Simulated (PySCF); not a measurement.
# Core binding energy against partial charge

Species: C3H10GeSi2.
Structure used (PBE0-D3(BJ)/def2-SVP), in Å, numbered top down from 1:
```
atom  x, y, z in Å
C1     2.976    1.478   -0.375
C2     2.113    0.316   -0.272
C3     1.396   -0.666   -0.184
Ge4    0.134   -2.076   -0.056
Si5   -2.001   -1.059   -0.375
Si6   -2.115    0.834    1.002
H7     3.822    1.407    0.326
H8     2.422    2.402   -0.144
H9     3.386    1.576   -1.392
H10    0.454   -3.150   -1.112
H11    0.234   -2.706    1.346
H12   -2.151   -0.655   -1.809
H13   -3.096   -2.023   -0.035
H14   -3.431    1.530    0.854
H15   -1.946    0.423    2.430
H16   -1.020    1.784    0.638
```

Binding energies: PySCF 2.14.0, delta-SCF UKS SCAN, pcX-2 on the ionised atom, pcseg-1 elsewhere, spin-free X2C. Charges: PBE0/pcSseg-1 ground-state density, for the ionised atom.

```tsv
atom	environment	C 1s (eV)	Mulliken (e)	IAO (e)	Hirshfeld (e)	ESP (e)
C3	alkyne carbon	289.44	-0.357	-0.349	-0.187	-0.383
C2	alkyne carbon	289.99	-0.237	-0.008	-0.032	+0.194
C1	propargylic carbon	291.54	-0.185	-0.430	-0.092	-0.525
```

Task: How well does each charge scheme correlate with the binding energies over these sites?

Result: Mulliken: r = 0.88, slope 10.9 eV per e; Hirshfeld: r = 0.38, slope 5.2 eV per e; IAO: r = -0.43, slope -2.1 eV per e; ESP: r = -0.44, slope -1.3 eV per e. Mulliken charges have the highest r, on only 3 points.

Task: The point-charge model writes a binding energy as kq + V + constant, with V the potential of the other atoms' charges at the site. What does it give with the Hirshfeld charges?

Result: V = Σ 14.40 eV Å × q/r over all other atoms: +1.42 eV at C3, -1.06 eV at C2, +1.60 eV at C1. Fitting binding energy − V to q gives k = 19.6 eV per e and leaves an rms residual of 0.03 eV, against 0.82 eV for the fit on q alone. The model has no term for differences in relaxation between sites.

Spin contamination (⟨S²⟩ against 0.75 for a pure doublet) is marked for C 1s of C2 (0.86), which makes this value less certain. The structure is a single PBE0-D3(BJ)/def2-SVP conformer in the gas phase; no vibrational or solvent corrections.
